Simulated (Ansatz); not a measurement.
The cluster Li3F3, relaxed as a singlet with RKS r2SCAN-D4/def2-TZVP in Ansatz, starting from the GFN2-xTB geometry. Force threshold 0.02 eV/Å.

The structure comes from a short search, and lower isomers may exist.

Start:

```
atom    x (Å)    y (Å)    z (Å)
 Li1  -1.4016   0.5947   0.5620
 Li2   1.3939   0.5078   0.6153
 Li3  -0.0019  -1.1015  -1.1761
  F4  -1.4815  -0.5435  -0.6515
  F5   0.0033   1.1650   1.2532
  F6   1.4878  -0.6224  -0.6029
```

Question: Estimate the energy that the relaxation releases and the steps that it takes.

Answer: 1.2 kcal/mol, in 3 steps; 3 s on 4 threads of Arm Neoverse V2 on a shared host. No frequencies were taken in this run, so the end may be a saddle point.

Question: Does the start keep its bonding and symmetry?

Answer: By distances, no bond broke or formed. The bond that changes most is Li2–F6, from 1.66 to 1.71 Å (atoms count from 1). Point group Cs at the start, D3h at the end, both within 0.05 Å.

Question: Predict the relaxed structure.

Answer: 
```xyz
6

Li   -1.422    0.599    0.573
Li    1.426    0.523    0.630
Li   -0.005   -1.122   -1.203
F    -1.530   -0.562   -0.676
F     0.005    1.204    1.291
F     1.526   -0.643   -0.615
```
Bond lengths (bridged metal pairs left out): 6 × F–Li 1.71 Å.
